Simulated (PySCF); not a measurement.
Isomers of C5H13FSSi2.

All values: PBE0/pcSseg-1 (PySCF) at GFN2-xTB geometries, gas phase, one conformer each.

(1) Rank by the lowest IAO charge on any atom, lowest value first.
A. `[CH3:1][C@@H:2]1[SiH2:3][S:4][CH2:5][C@:6]1([F:7])[CH2:8][SiH3:9]` with C5–C6–C8–Si9 58°, C1–C2–Si3–S4 -151°, C2–Si3–S4–C5 -4°, Si3–S4–C5–C6 32°, S4–C5–C6–F7 -171°
B. `[CH3:1]/[CH:2]=[CH:3]\[C@H:4]([F:5])[SiH2:6][S:7][CH2:8][SiH3:9]` with C2–C3–C4–F5 -150°, C3–C4–Si6–S7 -62°, C4–Si6–S7–C8 82°, Si6–S7–C8–Si9 -173°
C. `[CH3:1][CH2:2]/[C:3](=[CH:4]/[SiH2:5][CH2:6][F:7])[S:8][SiH3:9]` with C1–C2–C3–C4 -2°, C3–C4–Si5–C6 176°, C4–Si5–C6–F7 59°, C2–C3–S8–Si9 67°

(2) Rank by dipole moment, highest first.
A. `[CH3:1][CH2:2]/[C:3](=[CH:4]/[SiH2:5][CH2:6][F:7])[S:8][SiH3:9]` with C1–C2–C3–C4 -2°, C3–C4–Si5–C6 176°, C4–Si5–C6–F7 59°, C2–C3–S8–Si9 67°
B. `[CH3:1]/[CH:2]=[CH:3]\[C@H:4]([F:5])[SiH2:6][S:7][CH2:8][SiH3:9]` with C2–C3–C4–F5 -150°, C3–C4–Si6–S7 -62°, C4–Si6–S7–C8 82°, Si6–S7–C8–Si9 -173°
C. `[CH3:1][S:2][CH2:3][Si@H:4]([SiH2:5][F:6])[CH:7]1[CH2:8][CH2:9]1` with C1–S2–C3–Si4 -176°, S2–C3–Si4–Si5 65°, C3–Si4–Si5–F6 71°, C3–Si4–C7–C8 -102°

(3) Rank by the lowest Hirshfeld charge on any atom, lowest value first.
A. `[CH3:1][C@@H:2]1[SiH2:3][S:4][CH2:5][C@:6]1([F:7])[CH2:8][SiH3:9]` with C5–C6–C8–Si9 58°, C1–C2–Si3–S4 -151°, C2–Si3–S4–C5 -4°, Si3–S4–C5–C6 32°, S4–C5–C6–F7 -171°
B. `[CH3:1][CH2:2]/[C:3](=[CH:4]/[SiH2:5][CH2:6][F:7])[S:8][SiH3:9]` with C1–C2–C3–C4 -2°, C3–C4–Si5–C6 176°, C4–Si5–C6–F7 59°, C2–C3–S8–Si9 67°
C. `[CH3:1][S:2][CH2:3][Si@H:4]([SiH2:5][F:6])[CH:7]1[CH2:8][CH2:9]1` with C1–S2–C3–Si4 -176°, S2–C3–Si4–Si5 65°, C3–Si4–Si5–F6 71°, C3–Si4–C7–C8 -102°

## Answers

(1) B (-0.612 e), A (-0.549 e), C (-0.456 e).

(2) A (2.99 D), C (2.25 D), B (1.99 D).

(3) C (-0.219 e), A (-0.170 e), B (-0.155 e).

All values together:

```tsv
SMILES	μ (D)	HOMO (eV)	LUMO (eV)	lowest IAO charge (e)	highest IAO charge (e)	lowest Hirshfeld charge (e)	highest Hirshfeld charge (e)
CC/C(=C/[SiH2]CF)S[SiH3]	2.99	-7.05	-0.67	-0.456 (C)	+0.747 (Si)	-0.155 (C)	+0.308 (Si)
C[C@@H]1[SiH2]SC[C@]1(F)C[SiH3]	1.88	-6.96	-0.11	-0.549 (C)	+0.678 (Si)	-0.170 (C)	+0.321 (Si)
CSC[Si@H]([SiH2]F)C1CC1	2.25	-6.42	-0.63	-0.610 (C)	+0.804 (Si)	-0.219 (F)	+0.331 (Si)
C/C=C\[C@H](F)[SiH2]SC[SiH3]	1.99	-6.82	-0.24	-0.612 (C)	+0.683 (Si)	-0.161 (C)	+0.315 (Si)
```

Conformers: `[CH3:1][CH2:2]/[C:3](=[CH:4]/[SiH2:5][CH2:6][F:7])[S:8][SiH3:9]` with C1–C2–C3–C4 -2°, C3–C4–Si5–C6 176°, C4–Si5–C6–F7 59°, C2–C3–S8–Si9 67°; `[CH3:1][C@@H:2]1[SiH2:3][S:4][CH2:5][C@:6]1([F:7])[CH2:8][SiH3:9]` with C5–C6–C8–Si9 58°, C1–C2–Si3–S4 -151°, C2–Si3–S4–C5 -4°, Si3–S4–C5–C6 32°, S4–C5–C6–F7 -171°; `[CH3:1][S:2][CH2:3][Si@H:4]([SiH2:5][F:6])[CH:7]1[CH2:8][CH2:9]1` with C1–S2–C3–Si4 -176°, S2–C3–Si4–Si5 65°, C3–Si4–Si5–F6 71°, C3–Si4–C7–C8 -102°; `[CH3:1]/[CH:2]=[CH:3]\[C@H:4]([F:5])[SiH2:6][S:7][CH2:8][SiH3:9]` with C2–C3–C4–F5 -150°, C3–C4–Si6–S7 -62°, C4–Si6–S7–C8 82°, Si6–S7–C8–Si9 -173°.
